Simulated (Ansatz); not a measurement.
Reaction (ligand exchange at a Ge–O bond): `[OH][Ge][F]` + NH₃ → `[NH2][Ge][F]` + H₂O

Program: Ansatz. Geometries: PBE0-D4/def2-TZVP. ΔE: electronic, gas phase. CCSD(T)/CBS adds triple-zeta CCSD(T) − MP2 to the extrapolated MP2 energy (def2 sets, frozen cores). This one scheme is used for every species. Functionals use def2-TZVPP. HSE06 is defined as in plane-wave codes. For Ge outer-core shells are correlated without core-valence functions, which leaves a few kJ/mol of doubt a bond. Scalar relativity is left out up to krypton. One conformer a species, not always the lowest.

```tsv
level	ΔE (kJ/mol)	difference from CCSD(T)/CBS
LDA (SPW92)	24.5	0.4
r2SCAN0-D4	25.5	1.4
ωB97M-V	29.6	5.5
B2PLYP	30.2	6.1
r2SCAN	28.5	4.4
r2SCANh	27.3	3.2
HSE06	26.2	2.1
BHLYP	29.1	5.0
HF/def2-SVP	25.3	1.2
MP2/def2-SVP	28.4	4.3
CCSD(T)/def2-SVP	28.1	4.0
MP2/def2-TZVPP	26.1	2.0
SCS-MP2/def2-TZVPP	27.9	3.8
HF/def2-QZVPP	28.7	4.6
MP2/def2-QZVPP	24.8	0.7
SCS-MP2/def2-QZVPP	26.5	2.4
CCSD(T)/CBS	24.1	0
```

Largest T1 diagnostic among the species: 0.015.

At CCSD(T), def2-SVP lies +4.0 kJ/mol from the extrapolated value and def2-TZVPP +2.3 kJ/mol. Leaving LDA and LC-ωPBE aside and taking each functional with its dispersion term where it has one, the values, not all of them listed here, spread over 8.6 kJ/mol, from PBE-QIDH to B97M-V. LDA lies −5.2 kJ/mol from PBE without D4. From PBE to PBE0 (25 % exact exchange), in def2-TZVPP and without D4, ΔE moves by −3.3 kJ/mol.
